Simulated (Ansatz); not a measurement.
cyclo-(Me2GeNH)3 (C₆H₂₁Ge₃N₃), relaxed as a singlet with RKS PBE-D4/def2-SVP in Ansatz, starting from the GFN2-xTB geometry. Force threshold 0.03 eV/Å.

Start:

```xyz
33

Ge   -1.0680   -0.4390   -1.4468
C    -2.7376    0.4509   -2.0635
C    -0.6860   -2.1060   -2.4690
N     0.3939    0.6409   -1.5827
Ge    1.1628    1.4862   -0.1480
C     2.8825    2.2636   -0.7565
C    -0.0844    2.7635    0.7071
N     1.4969    0.1789    1.0885
Ge    0.1497   -0.9783    1.5381
C     0.8648   -2.8382    1.5020
C    -0.5575   -0.4515    3.3136
N    -1.2255   -0.7348    0.3479
H    -2.9300    1.3537   -1.4919
H    -2.6572    0.7168   -3.1131
H    -3.5851   -0.2174   -1.9484
H    -1.4749   -2.8372   -2.3190
H     0.2560   -2.5411   -2.1488
H    -0.6199   -1.8884   -3.5304
H     0.5004    1.1069   -2.4699
H     3.4813    1.5265   -1.2827
H     3.4482    2.6242    0.0958
H     2.7059    3.1002   -1.4244
H     0.3581    3.1677    1.6121
H    -0.3244    3.5859    0.0385
H    -1.0028    2.2452    0.9678
H     2.3710   -0.2985    0.9210
H     0.0889   -3.5448    1.7800
H     1.6832   -2.9348    2.2086
H     1.2272   -3.0979    0.5116
H    -0.8450    0.5950    3.3117
H    -1.4239   -1.0489    3.5821
H     0.2048   -0.5940    4.0726
H    -2.0536   -1.2553    0.5961
```

| step | energy (eV) | largest force component (eV/Å) | SCF passes |
| --- | --- | --- | --- |
| 1 | -180524.0310 | 0.900 | 23 |
| 2 | -180524.2921 | 0.529 | 20 |
| 3 | -180524.3270 | 0.508 | 20 |
| 4 | -180524.3412 | 0.407 | 19 |
| 5 | -180524.3510 | 0.245 | 25 |
| 6 | -180524.3769 | 0.198 | 20 |
| 7 | -180524.3838 | 0.035 | 20 |
| 8 | -180524.3860 | 0.025 | 20 |

Force components are those of the run's own axes.

End:

Cartesian coordinates in Å:
```
Ge -1.090 -0.379 -1.472
C -2.816 0.344 -2.069
C -0.638 -2.034 -2.445
N 0.289 0.848 -1.694
Ge 1.154 1.511 -0.176
C 2.852 2.310 -0.755
C -0.056 2.773 0.705
N 1.534 0.161 1.061
Ge 0.156 -0.984 1.555
C 0.816 -2.839 1.464
C -0.540 -0.556 3.341
N -1.221 -0.619 0.363
H -3.039 1.281 -1.522
H -2.779 0.573 -3.152
H -3.635 -0.381 -1.893
H -1.454 -2.778 -2.342
H 0.293 -2.475 -2.040
H -0.489 -1.828 -3.525
H 0.929 0.619 -2.463
H 3.511 1.547 -1.215
H 3.381 2.754 0.111
H 2.664 3.106 -1.502
H 0.409 3.185 1.621
H -0.321 3.602 0.020
H -0.981 2.232 0.983
H 2.424 -0.319 0.884
H 0.017 -3.546 1.762
H 1.680 -2.981 2.145
H 1.135 -3.086 0.432
H -0.820 0.515 3.383
H -1.431 -1.170 3.578
H 0.234 -0.747 4.110
H -2.170 -0.639 0.746
```

By distances, no bond broke or formed. The bond that changes most is Ge5–N8, from 1.83 to 1.87 Å (atoms count from 1).

No frequencies were taken in this run, so the end may be a saddle point.

Run time 31 s (4 threads of Intel Xeon 6975P-C on a shared host), peak host memory 0.91 GiB.
